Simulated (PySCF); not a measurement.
Coordinates in bohr (charge 1 multiplicity 1):
```
Sc   -0.0820    0.0000    0.0000
H     1.8279    2.6430    0.0000
H     1.8279   -2.6430    0.0000
```

All numbers come from PySCF, PBE0, basis Sc def2-TZVP, H def2-TZVP (no relativity, density fitting).

This geometry of ScH₂⁺ is a stationary point at this level.

(1) What is the point group?

(2) Is it a minimum?

(3) Which band is strongest in the infrared?

(4) Give the ideal-gas entropy at 298.15 K and 1 bar by parts.

## Answers

(1) C2v.

(2) Yes: all harmonic wavenumbers are real.

(3) 1736 cm⁻¹ (b2), 285 km/mol.

(4) translation 156.9, rotation 58.7, vibration 2.7, spin 0.0; total 218.3 J/(mol K).

Stability towards spin polarisation was not tested. This need not be the most stable arrangement of these atoms.
